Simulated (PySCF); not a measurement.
# Dipole response of Sc (scandium, neutral)

[Ar] 3d1 4s2, 2D determinant. All numbers are calculated (PySCF 2.14, the spin-free X2C one-electron Hamiltonian (Gaussian nucleus), in x2c-TZVPPall with one added diffuse shell each of s, p, d, f type (7s6p5d3f1g, 80 functions)). Coupled (time-dependent) response in atomic units; α is the mean over directions.

```csv
method,mean α (bohr³),"α xx, yy, zz",C₆ (like pair),S(−4)
PBE,123.7,"120.5, 120.5, 130.1",1516,8334
PBE0,128.0,"124.2, 124.2, 135.6",1618,8544
```

S(−4) is the Cauchy moment in α(ω) = α(0) + S(−4) ω² + …

Reference α: 97 ± 10 bohr³ (recommended; Schwerdtfeger and Nagle, table of static dipole polarizabilities (2023 update)). Published C₆: 1383 (Chu and Dalgarno (2004); Tang, Norbeck and Certain (1976)).

α(iu) at PBE:

| u (hartree) | α(iu) (bohr³) |
| --- | --- |
| 0 | 123.7 |
| 0.0500 | 106.4 |
| 0.100 | 76.34 |
| 0.200 | 38.06 |
| 0.300 | 22.13 |
| 0.500 | 10.70 |
| 0.750 | 6.089 |
| 1.00 | 4.126 |
| 1.50 | 2.365 |
| 2.00 | 1.551 |
| 3.00 | 0.8108 |
| 5.00 | 0.3316 |

A single London oscillator, α(iu) = α/(1 + u²/ω²), gives C₆ = (3/4) ω α². Matching the computed C₆ needs ω = 4 × 1516 / (3 × 123.7²) = 0.132 hartree.

The components differ because the open shell of this determinant is not spherical; for a pure term their mean is the scalar polarisability.

⟨S²⟩ = 1.04 against 0.75 shows spin contamination.
